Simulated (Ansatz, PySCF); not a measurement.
Pair of molecules: AsH3 (SMILES [AsH3]) (first 4 atoms) with HBr (SMILES Br); geometry from B3LYP-D3(BJ)/def2-TZVP, rigid monomers moved along the line of their centres of mass till As1···H6 is 2.33 Å.
(charge 0, multiplicity 1):
```xyz
6

As    -0.24590    -0.19971     0.14388
H     -0.93105     0.73324    -0.84219
H     -0.41635    -1.41915    -0.74823
H      1.14503     0.10944    -0.38687
Br    -1.06167    -0.23757     3.82676
H     -0.75067    -0.22282     2.42145
```

Monomers are frozen at their geometry in the pair; levels with a basis set take the counterpoise correction. Rows marked so take none.

Frozen-core correlation. Filled d and f shells under p-block atoms count as core. CBS(a, b) extrapolates the correlation energy as X⁻³ and adds the Hartree–Fock energy of set b. Rows in 6-31G* carry no dispersion term and start afresh at each structure (6-31G* with six Cartesian d functions); the Pople sets are all-electron and without relativity.

The values were computed with Ansatz (a quantum-chemistry and plane-wave program) with Gaussian orbitals; PySCF for 6-31G* rows. Values without a source in brackets are computed.

**Question.** What interaction energy does B3LYP/6-31G* (no counterpoise) give?

**Answer.** -5 kJ/mol
